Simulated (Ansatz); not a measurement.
Single points on Si(NCO)H3 (CH3NOSi).

```yaml
crystal:
  periodic: [false, false, false]
  atoms:
    - {symbol: Si, position_ang: [-0.004000, 0.000461, -1.031555]}
    - {symbol: N, position_ang: [-0.016154, 0.034989, 0.672526]}
    - {symbol: C, position_ang: [0.003691, 0.005820, 1.865919]}
    - {symbol: O, position_ang: [0.019681, -0.016186, 3.035348]}
    - {symbol: H, position_ang: [1.398727, -0.006584, -1.505764]}
    - {symbol: H, position_ang: [-0.702122, 1.202721, -1.540200]}
    - {symbol: H, position_ang: [-0.699835, -1.221210, -1.496264]}
basis:
  gaussian: {orbitals: def2-TZVP, initial_orbitals: start.molden}
hamiltonian: {xc: pbe}
correlation: {method: rpa}
scf: {omitted_lower_state_checks: [starts]}
```

The file start.molden holds the orbitals of an earlier run on this structure, at another level or in another basis.

```sh
$ ansatz run in.yaml --threads 4 --pin off --events-out ev --progress --plain --max-ram 3916MiB
```

It prints (some lines left out):

```
Functional definition: PBE
  name "PBE"
  cite "Perdew, Burke & Ernzerhof, Phys. Rev. Lett. 77, 3865 (1996) doi:10.1103/PhysRevLett.77.3865"
  parent pbe
  parameter kappa = 0.804
  parameter beta = 0.06672455060314922
  exchange = pbe_x(kappa = kappa, mu = beta*pi^2/3)
  correlation = pbe_c(beta = beta)
these checks for a lower state are left out or cut short: starts
970 factors; integrals over basis functions are off by at most 1.2e-3 eV
mean field evaluation 1: about -12494.0771 eV, gradient 1.0e1 eV
mean field evaluation 2: about -12494.1806 eV, gradient 1.1e-1 eV
mean field evaluation 4: about -12494.1784 eV, gradient 9.7e-5 eV
mean field evaluation 8: about -12494.1784 eV, gradient 1.5e-6 eV
mean field -12494.17842032 eV, -459.1525880885 hartree, gradient 1.5e-6 eV, S^2 0.000000; 0 other end points of the search recorded, 0 dependent functions left out
8 core orbitals not correlated: weight in the atoms' cores, before any rotation towards them, 1.000 or more for the frozen orbitals, at most 0.000 for the correlated occupied ones
reference -12460.98280140 eV, -457.9326715938 hartree; 11, 11 occupied and 129, 129 virtual orbitals, 970 factors
Total energy: -12490.61126582 eV, -459.0214975786 hartree
Checks for a lower state left out: starts
```

Run time 1.6 s (4 threads of Arm Neoverse V1 on a shared host).

The first input with `hamiltonian: {xc: {name: r2SCANh}, dispersion: d4}`, `output: {orbitals: {seedname: orbitals}}` and without the key `correlation` (abridged; 1.9 s):

```
Functional definition: r2SCANh
mean field -12499.95166809 eV, -459.3647510307 hartree, gradient 1.6e-5 eV, S^2 0.000000
Total energy: -12499.98182491 eV, -459.3658592734 hartree
Checks for a lower state left out: starts
```

The first input with `hamiltonian: {xc: {name: CAM-B3LYP}, dispersion: d4}`, `output: {forces: true, orbitals: {seedname: orbitals}}` and without the key `correlation` (abridged; 1.4 s):

```
Functional definition: CAM-B3LYP
mean field -12501.78422668 eV, -459.4320963168 hartree, gradient 1.4e-5 eV, S^2 0.000000
Total energy: -12501.88357913 eV, -459.4357474520 hartree
Atom 0 force    -0.000209    -0.001293    -0.195944 eV/Å
Atom 1 force     0.014535    -0.022283     0.748550 eV/Å
Atom 2 force    -0.006274     0.012153    -0.038092 eV/Å
Atom 3 force    -0.007432     0.009084    -0.666264 eV/Å
Atom 4 force    -0.111008     0.000373     0.050593 eV/Å
Atom 5 force     0.055048    -0.094787     0.051348 eV/Å
Atom 6 force     0.055339     0.096754     0.049810 eV/Å
Dipole moment:    -0.000070    -0.002934    -0.446980 e Å
Checks for a lower state left out: starts
```

First input, but with `hamiltonian: {xc: lda}`, `output: {orbitals: {seedname: orbitals}}` and without the key `correlation` (abridged; 0.5 s):

```
Functional definition: SPW92
mean field -12435.32545142 eV, -456.9897813734 hartree, gradient 2.7e-5 eV, S^2 0.000000
Total energy: -12435.32548712 eV, -456.9897826853 hartree
Checks for a lower state left out: starts
```

As the first input, with `gaussian: {orbitals: def2-SVP, initial_orbitals: start.molden}`, `hamiltonian: {xc: pbe, dispersion: d4}`, `output: {orbitals: {seedname: orbitals}}` and without the key `correlation` (abridged; 0.5 s):

```
Functional definition: PBE
mean field -12486.01374694 eV, -458.8525418761 hartree, gradient 2.2e-5 eV, S^2 0.000000
Total energy: -12486.13105111 eV, -458.8568527249 hartree
Checks for a lower state left out: starts
```

As the first input, with `gaussian: {orbitals: def2-SVP, initial_orbitals: start.molden}`, `hamiltonian: {xc: pbe0, dispersion: d4}`, `output: {orbitals: {seedname: orbitals}}` and without the key `correlation` (abridged; 0.5 s):

```
Functional definition: PBE0
mean field -12486.74578039 eV, -458.8794436091 hartree, gradient 5.2e-5 eV, S^2 0.000000
Total energy: -12486.84412920 eV, -458.8830578613 hartree
Checks for a lower state left out: starts
```

As the first input, with `gaussian: {orbitals: def2-TZVPP, initial_orbitals: start.molden}`, `correlation: {method: ccsd_t}`, `output: {orbitals: {seedname: orbitals}}` and without the key `hamiltonian` (abridged; 19 s):

```
Functional definition: HF
mean field -12462.46227324 eV, -457.9870411811 hartree, gradient 3.9e-6 eV, S^2 0.000000
8 core orbitals not correlated: weight in the atoms' cores, before any rotation towards them, 1.000 or more for the frozen orbitals, at most 0.000 for the correlated occupied ones
second order -18.78789478 eV of doubles, -0.00000000 eV of singles
cycle   1  -18.48639811 eV  change    3.0e-1 eV  update   1.2e-1
cycle   2  -19.07691358 eV  change   -5.9e-1 eV  update   4.2e-2
cycle   3  -19.22860793 eV  change   -1.5e-1 eV  update   1.9e-2
cycle   4  -19.21289929 eV  change    1.6e-2 eV  update   4.1e-3
cycle   5  -19.21033958 eV  change    2.6e-3 eV  update   1.7e-3
cycle   6  -19.21127674 eV  change   -9.4e-4 eV  update   5.2e-4
cycle   7  -19.21102442 eV  change    2.5e-4 eV  update   1.3e-4
cycle   8  -19.21098246 eV  change    4.2e-5 eV  update   3.4e-5
cycle   9  -19.21099236 eV  change   -9.9e-6 eV  update   1.1e-5
perturbative correction -0.88461057 eV, -0.0325088388 hartree
Total energy: -12482.55787616 eV, -458.7255409674 hartree
Checks for a lower state left out: starts
```

Geometry: r2SCAN-D4/def2-TZVP.

Correlated methods freeze 8 core orbitals.
